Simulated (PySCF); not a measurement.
A geometry optimisation, step by step.

Species: C2H9BClN.
Atom-mapped SMILES: `[CH3:1][CH2:2][B@H-:3]([NH3+:4])[Cl:5]` (hydrogens: H6, H7, H8 on C1; H9, H10 on C2; H11 on B3; H12, H13, H14 on N4)

Method: PBE0-D3(BJ)/def2-SVP geometry optimisation, gas phase (PySCF); density fitting, grid level 1; the optimiser is geomeTRIC in internal coordinates, started from a GFN2-xTB structure with every atom displaced at random (about 0.01 Å). The frame can shift and turn from step to step; on so coarse a grid that alone can change the energy by a few meV, and forces under 0.02 eV/Å are noise.

Step 0: E = -16895.3978 eV, largest atomic force 4.407 eV/Å
```
atom  x, y, z in Å  |  force x, y, z in eV/Å
C1     -1.556    0.489    0.380   -0.599   1.227  -0.949
C2     -0.778   -0.291   -0.654    0.667   0.279   1.018
B3      0.609   -0.862   -0.092    0.426   0.371  -0.695
N4      1.597    0.425    0.327   -4.351   0.678   0.168
Cl5     1.654   -1.626   -1.438    0.082  -0.191  -0.155
H6     -2.561    0.781   -0.019    0.428  -0.087   0.350
H7     -1.709   -0.071    1.283   -0.141  -0.482   0.879
H8     -1.057    1.450    0.638   -0.106  -0.192   0.099
H9     -1.395   -1.115   -0.965   -0.353  -0.830  -0.436
H10    -0.619    0.337   -1.525    0.111   0.257  -0.655
H11     0.559   -1.583    0.863   -0.046  -0.180   0.482
H12     1.170    0.929    1.123    0.413  -0.206  -0.394
H13     2.466    0.090    0.548    3.151  -1.037   0.713
H14     1.613    1.031   -0.477    0.316   0.393  -0.424
```

Step 1: E = -16895.5974 eV, largest atomic force 1.314 eV/Å
```
atom  x, y, z in Å  |  force x, y, z in eV/Å
C1     -1.557    0.574    0.518   -0.067  -0.095   0.206
C2     -0.855   -0.245   -0.557   -0.076  -0.119  -0.198
B3      0.554   -0.876   -0.127   -0.079  -0.122   0.062
N4      1.597    0.342    0.118    1.241  -0.375   0.215
Cl5     1.399   -1.821   -1.511   -0.071   0.042   0.052
H6     -2.524    0.990    0.187    0.050  -0.046  -0.007
H7     -1.751   -0.030    1.426    0.027   0.077  -0.151
H8     -0.952    1.438    0.844    0.034   0.091   0.033
H9     -1.507   -1.084   -0.866    0.074   0.112   0.026
H10    -0.726    0.369   -1.472   -0.037  -0.049   0.013
H11     0.542   -1.528    0.910    0.033   0.058  -0.055
H12     1.341    0.973    0.874   -0.219   0.078   0.163
H13     2.549   -0.035    0.337   -0.930   0.310  -0.275
H14     1.684    0.890   -0.740    0.019   0.040  -0.086
```

Step 2: E = -16895.6173 eV, largest atomic force 0.410 eV/Å
```
atom  x, y, z in Å  |  force x, y, z in eV/Å
C1     -1.549    0.575    0.519    0.002   0.001   0.054
C2     -0.856   -0.247   -0.563    0.028   0.002  -0.047
B3      0.553   -0.875   -0.131   -0.044  -0.052  -0.026
N4      1.603    0.344    0.122    0.398  -0.018   0.096
Cl5     1.388   -1.821   -1.514   -0.015   0.015   0.017
H6     -2.519    0.981    0.192   -0.009   0.003   0.000
H7     -1.734   -0.028    1.424    0.005   0.001  -0.019
H8     -0.947    1.446    0.841   -0.007   0.001  -0.013
H9     -1.508   -1.085   -0.864    0.001   0.011   0.018
H10    -0.737    0.361   -1.482   -0.007  -0.013   0.004
H11     0.546   -1.522    0.906    0.012   0.015   0.004
H12     1.323    0.964    0.887   -0.064  -0.046  -0.037
H13     2.535   -0.034    0.338   -0.279   0.075  -0.063
H14     1.696    0.899   -0.732   -0.021   0.007   0.012
```

Step 3: E = -16895.6202 eV, largest atomic force 0.065 eV/Å
```
atom  x, y, z in Å  |  force x, y, z in eV/Å
C1     -1.543    0.576    0.520    0.003   0.007  -0.009
C2     -0.856   -0.248   -0.567    0.013   0.021   0.005
B3      0.554   -0.876   -0.137   -0.008  -0.016  -0.033
N4      1.604    0.345    0.125   -0.012   0.047  -0.031
Cl5     1.388   -1.819   -1.520   -0.003   0.006   0.007
H6     -2.517    0.978    0.198    0.000  -0.001   0.003
H7     -1.719   -0.026    1.425    0.001  -0.008   0.011
H8     -0.942    1.451    0.833   -0.005   0.002  -0.005
H9     -1.510   -1.086   -0.859   -0.011  -0.011   0.006
H10    -0.743    0.356   -1.488    0.002  -0.002  -0.001
H11     0.550   -1.521    0.901   -0.001  -0.006   0.008
H12     1.304    0.952    0.891   -0.016  -0.011  -0.007
H13     2.526   -0.033    0.344    0.051  -0.029   0.028
H14     1.698    0.908   -0.724   -0.013   0.001   0.016
```

Step 4: E = -16895.6206 eV, largest atomic force 0.047 eV/Å
```
atom  x, y, z in Å  |  force x, y, z in eV/Å
C1     -1.540    0.576    0.519    0.004   0.002  -0.007
C2     -0.856   -0.248   -0.568    0.003   0.012   0.007
B3      0.555   -0.876   -0.141    0.003  -0.008  -0.018
N4      1.603    0.345    0.127   -0.033   0.018  -0.021
Cl5     1.389   -1.817   -1.525   -0.003   0.006   0.005
H6     -2.516    0.976    0.201   -0.002  -0.002   0.002
H7     -1.711   -0.024    1.428    0.002  -0.003   0.006
H8     -0.940    1.454    0.828   -0.003   0.002  -0.003
H9     -1.511   -1.087   -0.856   -0.005  -0.004   0.004
H10    -0.747    0.354   -1.491    0.002  -0.002  -0.002
H11     0.551   -1.523    0.896   -0.002  -0.006   0.001
H12     1.295    0.947    0.893   -0.004  -0.004  -0.001
H13     2.524   -0.032    0.349    0.040  -0.015   0.020
H14     1.698    0.912   -0.719   -0.002   0.002   0.007
```

Step 5: E = -16895.6210 eV, largest atomic force 0.030 eV/Å
```
atom  x, y, z in Å  |  force x, y, z in eV/Å
C1     -1.536    0.577    0.519    0.003  -0.001  -0.002
C2     -0.856   -0.250   -0.570   -0.006  -0.001   0.003
B3      0.556   -0.878   -0.148    0.011   0.006   0.005
N4      1.601    0.346    0.130   -0.021  -0.020   0.005
Cl5     1.392   -1.810   -1.535    0.000   0.004  -0.003
H6     -2.516    0.972    0.207   -0.002  -0.004   0.002
H7     -1.697   -0.020    1.432    0.002   0.002   0.000
H8     -0.937    1.459    0.818   -0.001   0.002  -0.001
H9     -1.513   -1.090   -0.851    0.000   0.004   0.000
H10    -0.752    0.350   -1.494    0.002  -0.002  -0.002
H11     0.552   -1.529    0.887   -0.002  -0.005  -0.007
H12     1.282    0.938    0.899    0.007   0.006   0.004
H13     2.522   -0.030    0.359   -0.002   0.009   0.000
H14     1.697    0.920   -0.710    0.008   0.001  -0.004
```

Task: Summarise the path.

Result: The energy falls by 5.15 kcal/mol from step 0 to step 5; nine tenths of that is first reached at step 2. It falls at every step. The largest force goes from 4.407 to 0.030 eV/Å. Among the bonds N4–H13 changes most, from 0.957 to 1.021 Å; the atoms move by 0.077 Å rms after alignment.

The cost below is that of the whole optimisation. Hardware: one thread of an Arm Neoverse V1 (shared host). Cost: 29 s, 0.53 GiB resident at most.
